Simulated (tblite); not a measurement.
A tight-binding relaxation on `ClC[Si@@H]1C[SiH2][C@@]1(Br)CCl`.

Computed with GFN2-xTB geometry optimisation, gas phase (tblite 0.8.0). Start geometry: from a force field or distance geometry. The input is one job of a driver script: a line of settings, then coordinates in Å.

Command:
```bash
OMP_NUM_THREADS=1 python probes_run.py task.json out
```

Input:
```
{"job": {"kind": "relax", "xc": "GFN2-xTB", "basis": "xTB"}, "charge": 0, "multiplicity": 1}
Cl     3.473900    -1.242600    -0.606900
C      2.111300    -1.048800     0.557200
Si     0.712500    -0.355400    -0.378000
C      0.778900     1.503400    -0.741000
Si    -1.106000     1.401900    -0.660500
C     -0.843900     0.062000     0.604300
Br    -0.484800     0.888100     2.321000
C     -1.846500    -1.030400     0.648800
Cl    -2.332500    -1.369900    -1.035500
H      2.451600    -0.354700     1.358300
H      1.911600    -2.080400     0.950700
H      0.343000    -1.052300    -1.624200
H      1.146700     1.783300    -1.709800
H      1.222300     2.069200     0.104400
H     -1.767800     2.628700    -0.192800
H     -1.594700     0.863800    -1.929300
H     -1.451800    -1.970600     1.077100
H     -2.732600    -0.689000     1.244300
```

Output:
```
step      E/eV     max force
  0    -808.88177    2.503
  1    -809.09398    1.048
  2    -809.19440    0.756
  3    -809.28717    0.748
  4    -809.38444    0.565
  5    -809.44756    0.545
  6    -809.49517    0.457
  7    -809.52650    0.342
  8    -809.54743    0.310
  9    -809.56300    0.295
... (100 lines left out)
110    -809.78922    0.025
111    -809.78932    0.020
112    -809.78938    0.018
113    -809.78943    0.016
114    -809.78947    0.016
115    -809.78952    0.017
116    -809.78957    0.021
117    -809.78963    0.022
118    -809.78968    0.017
119    -809.78971    0.009
```

«max force» is the largest atomic force in eV/Å.

From which step on does the largest force stay under 0.1 eV/Å, and how much energy is left to gain from there?

From step 80 (0.085 eV/Å), 14.2 meV above the end.

Main results: energy lowered by 20.9 kcal/mol over 119 steps; largest atomic force 0.009 eV/Å at the end.

How long does this job take on one thread of an Arm Neoverse V1, shared host?

About 1.8 s.
Labels such as C1 count atoms from 1, the log's own numbers from 0.
